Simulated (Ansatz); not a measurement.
A nudged elastic band was laid between two geometries of CH3AlF2 + H2 (9 atoms, charge 0, multiplicity 1).

All numbers below come from RKS PBE-D4/6-31G* (Ansatz 0.2.0).

```json
{"movable images": "9", "climbing image": "from the first iteration", "spring": "5.0 eV/Å²", "optimiser": "fire", "start path": "through a guess of the saddle point", "force threshold": "0.05 eV/Å", "iteration limit": "60", "end points": "relaxed"}
```

Initial state:

```xyz
9
Properties=species:S:1:pos:R:3
Al -0.417 0.152 -0.814
C 1.202 0.456 0.222
F -0.703 -1.275 -1.637
F -1.550 1.355 -1.049
H -1.549 -0.857 1.257
H -1.583 -1.396 0.729
H 1.007 1.133 1.071
H 1.988 0.922 -0.397
H 1.606 -0.491 0.617
```

Final state:

```xyz
9
Properties=species:S:1:pos:R:3
Al -1.086 -0.348 -0.938
C 0.883 0.275 0.813
F -0.113 -1.363 -1.838
F -1.254 1.224 -1.475
H 0.330 -0.093 1.689
H -2.046 -0.927 0.176
H 1.865 0.662 1.128
H 0.343 1.119 0.343
H 1.078 -0.550 0.102
```

Task: Which bonds break or form, and what moves?

Result: Bonds broken: Al1–C2, H5–H6. Bonds formed: Al1–H6, C2–H5. CH3AlF2 + H2 becomes AlF2H + CH4.

Task: Give the energies along the band, and the barrier.

Result: It converged. The highest image is number 5 of 0 to 10, 32.3 kcal/mol above the first end and 39.9 kcal/mol above the last; the last end lies 7.7 kcal/mol below the first. Neighbouring images differ by up to 1.3 eV, so the band resolves the path poorly. Another band between the same ends (9 images) ends at a top of the same energy, where a vibrational analysis finds 1 clearly imaginary mode. The orbitals stay closed-shell, which can raise the energy where a bond breaks towards radicals; this wasn't checked here.

```tsv
image	path coordinate (Å)	energy (kcal/mol)	Al1–C2 (Å)	H5–H6 (Å)	Al1–H6 (Å)
0	0.00	0.0	1.95	0.76	2.48
1	0.41	0.3	1.95	0.75	2.45
2	0.81	1.0	1.95	0.75	2.46
3	1.22	4.8	1.94	0.76	2.22
4	1.64	17.1	1.97	0.82	1.97
5	2.06	32.3	2.09	1.09	1.76
6	2.70	2.6	2.44	1.72	1.60
7	3.34	-5.6	2.78	2.27	1.58
8	3.98	-6.5	2.76	2.44	1.58
9	4.62	-7.2	2.71	2.60	1.58
10	5.26	-7.7	2.71	2.94	1.58
```

Task: What is the geometry of the highest image?

Result: 
```xyz
9
Properties=species:S:1:pos:R:3:forces:R:3
Al -0.787 -0.098 -0.717 0.00 0.00 0.00
C 0.904 0.217 0.469 0.00 0.00 0.00
F -0.525 -1.255 -1.883 0.00 0.00 0.00
F -1.587 1.310 -1.096 0.01 0.00 0.00
H -0.416 -0.424 0.863 0.00 0.00 0.00
H -1.433 -0.808 0.759 0.00 0.00 0.00
H 0.918 0.920 1.318 0.00 0.00 0.00
H 1.355 0.776 -0.384 0.00 0.00 0.00
H 1.571 -0.637 0.670 0.00 0.00 0.00
```

Time of the run: 6.1 min on 2 threads of Intel(R) Xeon(R) Platinum 8488C (Sapphire Rapids), on a shared host, peak memory 0.17 GiB.
